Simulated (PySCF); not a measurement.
Calculation: CAM-B3LYP-D3(BJ)/def2-TZVP in PySCF. Gas-phase values, no solvent. One relaxed conformer stands for a flexible species; it need not be the lowest. Excitations are Tamm–Dancoff values on a coarser integration grid. The basis has no diffuse functions, so Rydberg states are missing or too high.

Reference species (SMILES): `B/C=C\CC#N` (neutral, multiplicity 1).

```
Item                                            Value
-------------------------------------------  --------
S1–T1 gap (TDA)                               1.75 eV
LUMO                                         -1.48 eV
brightest of the four lowest singlets (TDA)   6.05 eV
```

Changed species: `B/C(C)=C/C#N`.

Give the shifts of the S1–T1 gap (TDA), LUMO and brightest of the four lowest singlets (TDA).

the S1–T1 gap (TDA) goes up by 0.48 eV, to 2.23 eV; the LUMO decreases by 0.43 eV, to -1.91 eV; the brightest of the four lowest singlets (TDA) falls by 0.63 eV, to 5.42 eV.
